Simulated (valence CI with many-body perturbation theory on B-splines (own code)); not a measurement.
Energy levels of W53+

Calculated by relativistic CI+MBPT: three valence electrons over a frozen Dirac-Fock core [Ar], a basis of 9 s, 9 p, 10 d, 8 f, 5 g, 3 h, 1 i functions for each j, with the one-electron correlation potential Σ1 (screened to all orders), the two-electron term Σ2, the three-electron term Σ3, Breit, model QED; selected single and double excitations, second order for the rest (own B-spline code, finite nucleus).

The last digits are not significant, and no measured levels were compared; by estimate large intervals hold to a few tenths of a per cent, small ones and those within an open d or f shell to about a per cent. The list stops below the first excitations out of the core. Only levels of the ground parity were solved; by the run's estimate the other parity begins above the list, which can be wrong where configurations are misplaced.

Levels 1 to 17 of 17, with energies above the lowest level, (3d3/2^3) J=3/2. "Leading %" is the weight of the configuration and term that name the level; weights of strongly mixed levels are sums over their largest components and can fall short. In the jj column 3d3/2^4 stands for four electrons in 3d with j = 3/2.

```tsv
No.	Configuration	Term	J	E (cm⁻¹)	Leading %	g	Leading jj	Second component
1	3d³	⁴F	3/2	0	44	0.720	3d3/2^3 (99 %)	40 % 3d³ ²D
2	3d³	⁴F	5/2	529230	82	1.051	3d3/2^2 3d5/2 (99 %)	16 % 3d³ ²D
3	3d³	⁴P	3/2	580150	38	1.166	3d3/2^2 3d5/2 (99 %)	32 % 3d³ ⁴F
4	3d³	²H	9/2	609490	46	1.032	3d3/2^2 3d5/2 (99 %)	42 % 3d³ ²G
5	3d³	²G	7/2	610470	50	1.035	3d3/2^2 3d5/2 (98 %)	31 % 3d³ ⁴F
6	3d³	⁴P	1/2	623370	57	1.802	3d3/2^2 3d5/2 (100 %)	43 % 3d³ ²P
7	3d³	²D	5/2	812170	44	1.236	3d3/2^2 3d5/2 (96 %)	32 % 3d³ ⁴P
8	3d³	⁴F	7/2	1128700	67	1.116	3d3/2 3d5/2^2 (99 %)	31 % 3d³ ²G
9	3d³	⁴F	9/2	1165700	50	1.128	3d3/2 3d5/2^2 (98 %)	41 % 3d³ ²H
10	3d³	⁴P	3/2	1208200	40	1.105	3d3/2 3d5/2^2 (100 %)	38 % 3d³ ²D
11	3d³	²P	1/2	1231900	57	1.513	3d3/2 3d5/2^2 (100 %)	43 % 3d³ ⁴P
12	3d³	²H	11/2	1242300	100	1.079	3d3/2 3d5/2^2 (100 %)	
13	3d³	²D	5/2	1244700	41	1.289	3d3/2 3d5/2^2 (96 %)	38 % 3d³ ⁴P
14	3d³	²F	5/2	1315500	44	1.092	3d3/2 3d5/2^2 (98 %)	39 % 3d³ ²D
15	3d³	²F	7/2	1319200	79	1.084	3d3/2 3d5/2^2 (99 %)	19 % 3d³ ²G
16	3d³	²D	3/2	1481800	79	0.884	3d3/2 3d5/2^2 (96 %)	16 % 3d³ ²P
17	3d³	²G	9/2	1764800	50	1.159	3d5/2^3 (99 %)	38 % 3d³ ⁴F
```

The ionisation energy to 3d² ³F2 of the next ion comes out as 5056.6 eV (NIST: 5063 ± 4 eV (semi-empirical)). All 17 levels together are meant to be complete up to 1870400 cm⁻¹.
